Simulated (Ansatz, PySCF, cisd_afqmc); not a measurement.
Species: SbH$_{2}$, charge 0, doublet. SbH2 (SMILES [SbH2], doublet).
B3LYP-D3(BJ)/def2-TZVP minimum from Ansatz (a program for electronic structure):
```xyz
3

Sb    -0.0160    -0.0195     0.0381
H     -0.5332     1.2693    -0.9731
H      1.3506    -0.2759    -0.9706
```
Charge 0, spin multiplicity 2.

Atomisation energy term by term, kcal/mol (programs: Ansatz, cisd_afqmc). Radicals and triplets start from unrestricted determinants; spin-orbit coupling is neglected. Correlated methods leave the cores frozen (noble-gas shells, and filled d and f shells in the p block). Past Kr the def2 sets carry scalar-relativistic core potentials. The Monte Carlo rows (phaseless AFQMC, CISD trial, step 0.005/hartree) carry one-sigma bars that omit the constraint's bias. Outlying blocks are dropped, and bars are widened where a walk drifts. Over all cases where full CI ran beside it in this data, AFQMC minus full CI had a median of +0.1 mEh and passed +0.4 mEh in a tenth of the cases. CBS(X,Y): correlation extrapolated as X^-3, Hartree-Fock from the larger set. A bracket is a step between two methods taken in the basis named. Where a partner has so few electrons that a lower coupled-cluster level is exact, that level stands in. Spin-orbit terms, left out, reach several kcal/mol for Br and I, and more for heavier atoms.

```json
[
 {"term": "Hartree-Fock", "basis": "def2-QZVPP", "kcal/mol": "80.20"},
 {"term": "CCSD correlation", "basis": "CBS(def2-TZVPP,def2-QZVPP)", "kcal/mol": "43.31"},
 {"term": "(T)", "basis": "CBS(def2-TZVPP,def2-QZVPP)", "kcal/mol": "1.17"},
 {"term": "CCSDT(Q) - CCSD(T)", "basis": "def2-QZVPP", "kcal/mol": "0.21"},
 {"term": "CCSDTQ - CCSDT(Q)", "basis": "def2-SVP", "kcal/mol": "0.00"},
 {"term": "minus zero-point energy", "basis": "Hessian by PySCF at B3LYP-D3(BJ)/def2-TZVP", "kcal/mol": "-6.71"},
 {"term": "sum: D0", "basis": "", "kcal/mol": "118.2"}
]
```

The step beyond CCSD(T) by other levels: CCSDTQ in def2-SVP 0.24; AFQMC/CISD in def2-SVP 0.16 ± 0.05; CCSDT(Q) in def2-SVP 0.25; CCSDT(Q) in def2-TZVPP 0.19 kcal/mol.
